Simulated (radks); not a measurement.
Values are calculated unless marked as measured or tabulated.
Task: Coherent X-ray form factor from a spherical all-electron density. Code: a radial shooting solver on a logarithmic mesh with Libxc functionals. Model: scalar-relativistic Kohn-Sham, PBEsol, spin-polarised, spherical densities, point nucleus.

sin(theta)/lambda (1/angstrom)  f0 (electrons)
0.05                                    10.904
0.1                                     10.632
0.15                                    10.225
0.2                                      9.735
0.25                                     9.209
0.3                                      8.677
0.4                                      7.654
0.5                                      6.693
0.6                                      5.793
0.8                                      4.232
1                                        3.093
1.25                                     2.218
1.5                                      1.748
2                                        1.334

The species is in the configuration that NIST lists as its ground one. Which atom or ion scatters so?

Result: The phosphorus ion P4+, [Ne] 3s1. Extrapolating in s^2 from the first two rows gives f0(0) = 11.0, near the electron count 11; among species with that count, the fall with angle is slower the higher Z, and the table is that of Z = 15; from so few rows the species is fixed only to a neighbour or two.
